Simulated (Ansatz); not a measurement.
Reaction (redistribution): `[SiH3][O][Al]([Cl])[Br]` + `Cl[BH][GaH2]` → `[SiH3][O][Al]([Cl])[GaH2]` + `ClBBr`

Program: Ansatz. Geometries: PBE0-D4/def2-TZVP. ΔE: electronic, gas phase. CCSD(T)/CBS adds triple-zeta CCSD(T) − MP2 to the extrapolated MP2 energy (def2 sets, frozen cores). DFT in def2-TZVPP. B3LYP here is the variant with VWN-RPA as its local correlation; programs differ in this. HSE06 is defined as in plane-wave codes. For Br, Ga outer-core shells are correlated without core-valence functions, which leaves a few kJ/mol of doubt a bond. Scalar relativity is left out up to krypton. Each species was taken in one conformer, which may not be the lowest.

| level | ΔE (kJ/mol) | difference from CCSD(T)/CBS |
| --- | --- | --- |
| LDA (SPW92) | 12.0 | -18.8 |
| revPBE-D4 | 15.2 | -15.6 |
| BLYP-D4 | 18.9 | -11.9 |
| r2SCAN-D4 | 28.4 | -2.4 |
| B97M-V | 25.0 | -5.8 |
| PBE0-D4 | 21.5 | -9.3 |
| B3LYP-D4 | 24.5 | -6.3 |
| r2SCANh-D4 | 29.4 | -1.4 |
| r2SCAN0-D4 | 30.8 | 0.0 |
| HSE06-D4 | 21.4 | -9.4 |
| BHLYP-D4 | 32.1 | 1.3 |
| CAM-B3LYP-D4 | 28.7 | -2.1 |
| ωB97X-V | 29.5 | -1.3 |
| ωB97M-V | 28.9 | -1.9 |
| PBE-QIDH | 27.6 | -3.2 |
| PBE | 13.8 | -17.0 |
| revPBE | 15.4 | -15.4 |
| BLYP | 18.6 | -12.2 |
| r2SCAN | 28.4 | -2.4 |
| PBE0 | 21.4 | -9.4 |
| B3LYP | 24.3 | -6.5 |
| r2SCANh | 29.4 | -1.4 |
| r2SCAN0 | 30.8 | 0.0 |
| HSE06 | 21.3 | -9.5 |
| BHLYP | 31.9 | 1.1 |
| CAM-B3LYP | 28.7 | -2.1 |
| LC-ωPBE | 31.7 | 0.9 |
| RPA@PBE/def2-TZVPP | 23.5 | -7.3 |
| HF/def2-SVP | 38.9 | 8.1 |
| MP2/def2-SVP | 25.7 | -5.1 |
| CCSD/def2-SVP | 26.6 | -4.2 |
| HF/def2-TZVPP | 41.9 | 11.1 |
| SCS-MP2/def2-TZVPP | 29.3 | -1.5 |
| CCSD/def2-TZVPP | 30.3 | -0.5 |
| CCSD(T)/def2-TZVPP | 27.2 | -3.6 |
| MP2/def2-QZVPP | 30.5 | -0.3 |
| SCS-MP2/def2-QZVPP | 31.7 | 0.9 |
| HF/CBS(def2) | 42.3 | 11.5 |
| MP2/CBS(def2) | 31.9 | 1.1 |
| CCSD/CBS(def2) | 33.9 | 3.1 |
| CCSD(T)/CBS | 30.8 | 0 |

Largest T1 diagnostic among the species: 0.014.

From BLYP to BHLYP (50 % exact exchange), in def2-TZVPP and without D4, ΔE moves by +13.4 kJ/mol. Leaving LDA and LC-ωPBE aside and taking each functional with its dispersion term where it has one, the values, not all of them listed here, spread over 18.1 kJ/mol, from PBE-D4 to BHLYP-D4. In def2-TZVPP, CCSD(T) changes the Hartree–Fock value by −14.7 kJ/mol (the triples alone add −3.0 kJ/mol) and MP2 by −13.6 kJ/mol.
